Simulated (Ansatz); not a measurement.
Basis sets compared for CaI2⁻. The state is a doublet with charge -1. Geometry r2SCAN-D4/def2-TZVPD. Ansatz on 4 threads of Arm Neoverse V1 on a shared host; times are rough, and most runs start from earlier orbitals.

```
atom   x (Å)   y (Å)   z (Å)
 Ca1   0.836  -0.188   0.200
  I2   0.305   2.513  -0.842
  I3  -1.140  -2.325   0.642
```

In the def2 sets I takes a core potential; there is no spin–orbit coupling. At PBE-D4/def2-SVPD, PBE-D4/def2-TZVPD the highest occupied level of the charge -1 doublet lies above zero (up to 0.40 eV). By energy differences its removal costs 1.50 eV (vertical, to the charge 0 singlet, at PBE-D4/def2-TZVPD); a positive level beside a positive removal energy at the same level points to self-interaction error. The structure comes from a short search, and lower isomers may exist.

```
            level  functions  energy (Eh)  HOMO (eV)  LUMO (eV)  wall time
 PBE-D4/def2-SVPD         97   -1272.8738       0.34       1.17      1.9 s
PBE0-D4/def2-SVPD         97   -1272.9772      -0.24       1.76      2.9 s
```

Task: Estimate the rows for PBE-D4/def2-TZVPD, PBE0-D4/def2-TZVPD.

Result: 
```json
{"level": "PBE-D4/def2-TZVPD", "functions": "154", "energy (Eh)": "-1272.9736", "HOMO (eV)": "0.40", "LUMO (eV)": "1.25", "wall time": "3.1 s"}
{"level": "PBE0-D4/def2-TZVPD", "functions": "154", "energy (Eh)": "-1273.0752", "HOMO (eV)": "-0.19", "LUMO (eV)": "1.84", "wall time": "5.5 s"}
```
